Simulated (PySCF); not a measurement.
# Cost of response and excited-state runs on `Clc1ccccn1`, C₅H₄ClN

Molfile (atoms numbered from 1):
```
C5H4ClN
     RDKit          3D

 11 11  0  0  0  0  0  0  0  0999 V2000
    2.6029   -1.6796   -0.1123 Cl  0  0  0  0  0  0  0  0  0  0  0  0
    1.1145   -0.8179   -0.0536 C   0  0  0  0  0  0  0  0  0  0  0  0
    1.1228    0.5712   -0.0041 C   0  0  0  0  0  0  0  0  0  0  0  0
   -0.1034    1.2108    0.0424 C   0  0  0  0  0  0  0  0  0  0  0  0
   -1.2648    0.4502    0.0388 C   0  0  0  0  0  0  0  0  0  0  0  0
   -1.1439   -0.9285   -0.0134 C   0  0  0  0  0  0  0  0  0  0  0  0
    0.0223   -1.5505   -0.0586 N   0  0  0  0  0  0  0  0  0  0  0  0
    2.0523    1.1164   -0.0024 H   0  0  0  0  0  0  0  0  0  0  0  0
   -0.1510    2.2893    0.0811 H   0  0  0  0  0  0  0  0  0  0  0  0
   -2.2360    0.9167    0.0753 H   0  0  0  0  0  0  0  0  0  0  0  0
   -2.0104   -1.5754   -0.0192 H   0  0  0  0  0  0  0  0  0  0  0  0
  1  2  1  0
  2  3  2  0
  3  4  1  0
  4  5  2  0
  5  6  1  0
  6  7  2  0
  7  2  1  0
  3  8  1  0
  4  9  1  0
  5 10  1  0
  6 11  1  0
M  END
```

PySCF with density fitting, on 1 thread of an Arm Neoverse V1, shared host. Command: `OMP_NUM_THREADS=1 python excited_run.py task.json out`

How long does each of these runs take, and how much memory?
- first hyperpolarisability, LC-wPBE/aug-cc-pVDZ; wavelengths [1907, 1340] nm
- excited states, CAM-B3LYP/aug-cc-pVDZ; Tamm-Dancoff; spin-orbit couplings; 5 states; 4 triplets; quadratic response for 4 states
- excited states, B3LYP/aug-cc-pVDZ; two-photon moments; 6 states; quadratic response for 5 states; 0 triplets


```
                      run                  level  basis functions  wall time  peak memory (GiB)
first hyperpolarisability    LC-wPBE/aug-cc-pVDZ              201       36 s               0.74
           excited states  CAM-B3LYP/aug-cc-pVDZ              201       29 s               0.72
           excited states      B3LYP/aug-cc-pVDZ              201       28 s                0.7
```
Times from a shared host are rough.
